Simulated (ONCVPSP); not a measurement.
# Building the ONCV potential for caesium (Cs) (PBE, fully relativistic).

```json
{
 "Element": "Cs (Z = 55)",
 "Generator": "ONCVPSP 4.0.1",
 "Type": "optimised norm-conserving Vanderbilt (ONCV)",
 "Functional": "PBE",
 "Relativity": "fully relativistic",
 "Frozen core": "[Kr] 4d10",
 "Valence charge": "9",
 "Reference configuration": "5s2 5p6 5d0.5 6s0.5",
 "Partial waves": "5s+6s: rc 3.25 bohr, ncon 4, nbas 7, qcut 3.8 1/bohr, 2 projectors; 5p: rc 2.10 bohr, ncon 3, nbas 6, qcut 3.8 1/bohr, 2 projectors, debl 2.7 Ha; 5d: rc 4.00 bohr, ncon 4, nbas 7, qcut 2.6 1/bohr, 2 projectors, debl 2 Ha",
 "Local potential": "polynomial inside 1.95 bohr (lpopt 5, dvloc0 0 Ha)",
 "Core correction": "none"
}
```

Open shells are filled in proportion to 2j + 1.

What the tests gave:

| Property | Result |
| --- | --- |
| Cutoffs needed | 7.6 Ha and 25 Ha (the cutoffs (Ha) at which the residual kinetic energy of the hardest occupied pseudo-wave falls to 1 and 0.1 mHa per electron) |
| Ghost test | no bound ghost flagged; GHOST(+) flagged for d5/2 at 96.2 eV, d3/2 at 98.7 eV |
| Largest excitation error | +1.2 meV (all-electron minus pseudo) for 5s2 5p6 5d0 6s0 6p1, out of 4 test configurations |

Generation and tests took about 5.9 s on one core of a shared server CPU.
